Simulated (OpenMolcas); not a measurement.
Yb3+ with its 6 nearest fluoride ions at 2.125 Å, on the Zn site of KZnF3 (a = 4.054 Å, distance in the model lattice 2.027 Å). The rest of the host is ab initio model potentials to 7.6 Å, with orthogonalisation functions on the cations behind the ligands, and point charges beyond; the distance is set by hand and nothing relaxes, and no local charge compensation is placed. Ligand basis ANO-RCC-VDZP.

```json
{
 "Program": "OpenMolcas 26.06",
 "Method": "SS-CASPT2, IPEA 0.25 Eh, imaginary shift 0.1 Eh (closed shells correlated: 5s 5p and the ligand valence shells)",
 "Basis": "ANO-RCC-VDZP [7s6p4d2f1g]",
 "Scalar Hamiltonian": "DKH2, point nucleus",
 "Active space": "13 electrons in 7 orbitals (4f)",
 "State averaging": "2S+1 = 2 odd, 7 roots",
 "Spin-orbit coupling": "state interaction with AMFI integrals over the reference wave functions"
}
```

What is the spin-free ground state (labels of O, the rotations of Oh)?

2T1, 3-fold in its orbital part, 100 % from free-ion F terms; it has the highest spin that f13 allows.

Where is the first state of the same spin?

2T2 at 859 cm-1 above the ground state.

What are the lowest two levels with spin-orbit coupling?

A 2-fold level Γ6 with g = 2.65, 2.65, 2.65, then a 4-fold level Γ8 530 cm-1 above it. Their leading multiplicities are 2 (100 %) and 2 (100 %).

What is χT at 300 K, and how does it compare with the textbook value?

Hund's rules give f13 the level 2F7/2 with g = 1.143, so an isolated free-ion multiplet has χT = g² J(J+1) / 8 = 2.571 cm3 K/mol. The computed 1.945 at 300 K differs by -24 %, through the field's splitting, the mixing of terms and any other multiplet in reach.

Roots that are degenerate in the reference are averaged as groups; the widest CASPT2 spread within a group is 25 cm-1 (the 3-fold group of multiplicity 2 near 859 cm-1 above the lowest state of its run). Shifts and gaps below about the spread of the groups concerned are not significant. Over all roots computed the reference weight is 0.72; a low but even weight reflects the number of correlated electrons. Splittings of an f shell from a small cluster at a set distance can be off by tens of per cent, mostly too small. No measured value stands beside these numbers; the geometry was set by hand and not optimised.
